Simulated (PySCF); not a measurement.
# Br⁺: excitation energy

Br⁺ [Ar] 3d10 4s2 4p4 (3P) → Br⁺ [Ar] 3d10 4s1 4p4 5s1 (5P), as a difference of total energies. Computed with PySCF 2.14 in dyall-av2z (16s12p8d, 92 functions), with the non-relativistic Hamiltonian (point nucleus). Correlated levels: valence: [Ar] 3d10 frozen; virtual orbitals above 40 to 60 times the deepest correlated orbital energy dropped. The calculations carry no spin-orbit coupling.

```json
{"method": "UHF", "excitation energy (eV)": "23.261"}
{"method": "MP2 (valence)", "excitation energy (eV)": "23.124"}
{"method": "SCS-MP2 (valence)", "excitation energy (eV)": "23.232"}
{"method": "CCSD (valence)", "excitation energy (eV)": "22.819"}
{"method": "CCSD(T) (valence)", "excitation energy (eV)": "22.732"}
```

Problem. How much does correlation contribute at CCSD(T) (valence)?

Solution. 22.732 − (23.261) = -0.529 eV, measured against UHF.

A first-order spin-orbit estimate (lowest level to lowest level, LS coupling) adds -0.022 eV.

The upper state lies above the first ionisation limit, where it may autoionise and the basis confines it. A Rydberg-like electron needs more diffuse functions than a valence basis has.

The promoted electron is Rydberg-like, and one or two diffuse shells describe it only roughly, which tends to raise the upper state.

The coupled-cluster amplitudes are large for the upper state (T1 above 0.03 or a double amplitude above 0.15), so a single reference is strained.
